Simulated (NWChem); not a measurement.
Species: InI2 cation; SMILES [I][In+][I]

def2 effective core potentials on In, I; no spin-orbit coupling.

Give the equilibrium geometry at PBE0/def2-SVP with def2 effective core potentials on In, I (NWChem) as an XYZ file, with the point group.

point group D*h; any orientation.
```
3

In     0.0000     0.0000     0.0000
I      0.0000    -2.5661     0.0000
I      0.0000     2.5661     0.0000
```
